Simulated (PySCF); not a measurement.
Isomers of C14H12, mass 180.094 u with the commonest isotopes. Computed with PBE0-D3(BJ)/def2-SVP geometry optimisation, gas phase (PySCF). One conformer each, none proved a minimum here; rigid rotors.

**Question.** Order these by rotational constant A, largest first.
A. `[CH:1](=[CH:2]\[c:3]1[cH:4][cH:5][cH:6][cH:7][cH:8]1)/[c:9]1[cH:10][cH:11][cH:12][cH:13][cH:14]1` with C1–C2–C3–C4 0°, C2–C1–C9–C10 179°
B. 9-methyl-9H-fluorene, `CC1c2ccccc2-c2ccccc21`
C. `[cH:1]1[cH:2][cH:3][c:4]2[c:5]([cH:6]1)[CH2:7][c:8]1[cH:9][cH:10][cH:11][cH:12][c:13]1[CH2:14]2` with C4–C5–C7–C8 38°, C5–C7–C8–C9 142°, C12–C13–C14–C4 -142°, C3–C4–C14–C13 142° (9,10-dihydroanthracene)

**Answer.** A (2717 MHz), C (1815 MHz), B (1395 MHz).

**Question.** Order these by rotational constant B, largest first.
A. `CC1C2=CC=CC=C2C2=CC=CC=C21` (9-methyl-9H-fluorene)
B. `[CH:1](=[CH:2]\[c:3]1[cH:4][cH:5][cH:6][cH:7][cH:8]1)/[c:9]1[cH:10][cH:11][cH:12][cH:13][cH:14]1` with C1–C2–C3–C4 0°, C2–C1–C9–C10 179°
C. `[cH:1]1[cH:2][cH:3][c:4]2[c:5]([cH:6]1)[CH2:7][c:8]1[cH:9][cH:10][cH:11][cH:12][c:13]1[CH2:14]2` with C4–C5–C7–C8 38°, C5–C7–C8–C9 142°, C12–C13–C14–C4 -142°, C3–C4–C14–C13 142° (9,10-dihydroanthracene)

**Answer.** A (576.3 MHz), C (465.3 MHz), B (263.0 MHz).

**Question.** Order these by rotational constant C, smallest first.
A. `CC1c2ccccc2-c2ccccc21` (9-methyl-9H-fluorene)
B. `[CH:1](=[CH:2]\[c:3]1[cH:4][cH:5][cH:6][cH:7][cH:8]1)/[c:9]1[cH:10][cH:11][cH:12][cH:13][cH:14]1` with C1–C2–C3–C4 0°, C2–C1–C9–C10 179°
C. `[cH:1]1[cH:2][cH:3][c:4]2[c:5]([cH:6]1)[CH2:7][c:8]1[cH:9][cH:10][cH:11][cH:12][c:13]1[CH2:14]2` with C4–C5–C7–C8 38°, C5–C7–C8–C9 142°, C12–C13–C14–C4 -142°, C3–C4–C14–C13 142° (9,10-dihydroanthracene)

**Answer.** B (239.8 MHz), C (395.7 MHz), A (418.7 MHz).

```csv
SMILES,point group,Ia (u·Å²),Ib (u·Å²),Ic (u·Å²),κ,μa (D),μb (D),μc (D)
c1ccc2c(c1)Cc1ccccc1C2,C2v,278.40,1086.22,1277.33,-0.90,0.00,0.00,0.39
CC1c2ccccc2-c2ccccc21,Cs,362.36,876.90,1206.93,-0.68,0.00,0.58,0.03
C(=C\c1ccccc1)/c1ccccc1,C2h,186.01,1921.66,2107.67,-0.98,0.00,0.00,0.00
```
